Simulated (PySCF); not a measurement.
## Electronic structure of Sc (scandium, neutral) at the wB97X level

Configuration: [Ar] 4s2 5s1, 2S determinant (an excited configuration). Calculation: PySCF 2.14, in aug-cc-pVDZ-DK; the spin-free X2C one-electron Hamiltonian (Gaussian nucleus).

```json
{"Total energy": "-763.955 hartree", "One-electron energy": "-1037.586 hartree", "Hartree (Coulomb) energy": "312.463 hartree", "Exchange-correlation energy": "-38.832 hartree", "⟨S²⟩": "0.7502", "⟨L²⟩": "0.000", "Sum of ⟨r⟩": "27.37 bohr", "Sum of ⟨r²⟩": "131.3 bohr²", "Langevin diamagnetic susceptibility": "-104 ×10⁻⁶ cm³/mol"}
```

| shell | electrons | mean orbital energy (hartree) | rms radius, mean of both spins (bohr) |
| --- | --- | --- | --- |
| 1s α | 1 | -162.93552 | 0.0844 |
| 1s β | 1 | -162.93526 | 0.0844 |
| 2s α | 1 | -18.31021 | 0.372 |
| 2s β | 1 | -18.30992 | 0.372 |
| 2p α | 3 | -15.07477 | 0.341 |
| 2p β | 3 | -15.07453 | 0.341 |
| 3s α | 1 | -2.62595 | 1.14 |
| 3s β | 1 | -2.62531 | 1.14 |
| 3p α | 3 | -1.77246 | 1.26 |
| 3p β | 3 | -1.77196 | 1.26 |
| 4s α | 1 | -0.39783 | 3.35 |
| 4s β | 1 | -0.39589 | 3.35 |
| 5s α | 1 | -0.08606 | 9.78 |

The outer electron is Rydberg-like, and this basis confines it to a smaller radius and binds it less than a complete one would.

Densities and radii are taken from the X2C orbitals without a picture-change correction, which distorts them close to the nucleus.
